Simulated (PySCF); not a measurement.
**Excitation energy of Zn²⁺ by level of theory**

Zn²⁺ [Ar] 3d10 (1S) → Zn²⁺ [Ar] 3d9 4s1 (3D), as a difference of total energies. All numbers are calculated (PySCF 2.14, the spin-free X2C one-electron Hamiltonian (Gaussian nucleus), in ANO-RCC-VTZP). Correlated levels: valence: [Ar] frozen; valence and next inner shell: [Ne] frozen. The calculations carry no spin-orbit coupling.

```
                                method  excitation energy (eV)
                                   UHF                   8.041
                                   LDA                   9.728
                                   PBE                   9.373
                                  PBE0                   9.252
                                r2SCAN                   9.153
                                 B3LYP                   9.148
                                 M06-L                   9.646
                                  MN15                  10.405
                         MP2 (valence)                  10.209
                     SCS-MP2 (valence)                  10.012
    MP2 (valence and next inner shell)                  10.623
SCS-MP2 (valence and next inner shell)                  10.335
```

Task: How much does correlation contribute at MP2 (valence and next inner shell)?

Result: 10.623 − (8.041) = 2.582 eV, measured against UHF.

A first-order spin-orbit estimate (lowest level to lowest level, LS coupling) adds -0.149 eV.

The basis was made for the ground configuration and has no added diffuse functions, so the excitation energy can come out too high.
